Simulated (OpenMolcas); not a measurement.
**d3 ions of charge +4 down a group with 4 bromide ligands in tetrahedral coordination**

```
Program             : OpenMolcas 26.06
Method              : CASSCF
Spin-orbit coupling : RASSI with atomic mean-field integrals over the reference wave functions
```

The d shell is active. Anionic complexes are neutralised by point charges behind the ligands. Distances were set from a Shannon-type radius of the metal (high-spin where two are listed) plus a fixed donor radius (Br 1.91 Å). Ligand basis ANO-RCC-VDZP, DKH2 Hamiltonian. States (labels of Td). Energies in cm-1 above the lowest state or level, χT in cm3 K/mol; under a threefold ground state the first gap can be a small split of the lowest multiplet, not the spin-orbit step. Spin-only χT is S(S+1) / 2 for the spin of the ground state.

```tsv
Ion	Shell	R (Å)	Metal basis	Ground state	First state of that spin	First gap with spin-orbit (degeneracies)	χT at 300 K	First state of another spin	Spin-only χT
Mn4+	3d3	2.3	ANO-RCC-VDZP	4T1	4T2 8396	51.9 (2, 4)	2.145	2E 13432	1.875
Tc4+	4d3	2.42	ANO-RCC-VDZP	4T1	4T2 9881	254.4 (4, 2)	1.362	2E 3007	1.875
Re4+	5d3	2.41	ANO-RCC-VDZP	4T1	4T2 9844	2963 (4, 2)	0.472	2E 1417	1.875
```

χT departs most from the spin-only value for Re4+, by -1.403 cm3 K/mol.

Without dynamic correlation the repulsion within the d shell is too large (B by tens of per cent), so at a given field states of lower spin stand too high. Ligand-to-metal charge-transfer states are missing. With no ligand orbital active B as a rule stays too high, so bands that hang on it stand too high and its fall with covalency is understated. An orbital triplet at a regular site is open to Jahn-Teller coupling, which can distort the site and quench the lowest spin-orbit gaps and is left out (holds for Mn4+; Tc4+). The least metal-like active orbital is 71 % on the metal (Löwdin) and no ligand orbital is active, so the numbers are rough (holds for Mn4+). This ion would oxidise such ligands; the complex is a model and need not exist (holds for Mn4+). With metal d orbitals alone and no dynamic correlation the field as a rule comes out too small, by tens of per cent, by up to half for chloride and softer ligands (holds for Mn4+). This shell can be high or low spin here, a state of another spin lies low, and with metal d orbitals alone active their balance is uncertain, so the ground spin may be wrong (holds for Tc4+; Re4+). The least metal-like active orbital is 67 % on the metal (Löwdin) and no ligand orbital is active, so the numbers are rough, and ground spin, moment and any spin crossover can be artefacts of this space; highly charged d ions in such sites are as a rule low spin (holds for Tc4+). With metal d orbitals alone the field can be off either way by tens of per cent (holds for Tc4+; Re4+). Spin-orbit coupling mixes the spin-free states strongly: the lowest level takes only 63 % from its leading state, 4T1 (holds for Re4+). The least metal-like active orbital is 65 % on the metal (Löwdin) and no ligand orbital is active, so the numbers are rough, and ground spin, moment and any spin crossover can be artefacts of this space; highly charged d ions in such sites are as a rule low spin (holds for Re4+). No measured value stands beside these numbers; the geometry is a model, was not optimised and need not be the one that this ion takes.
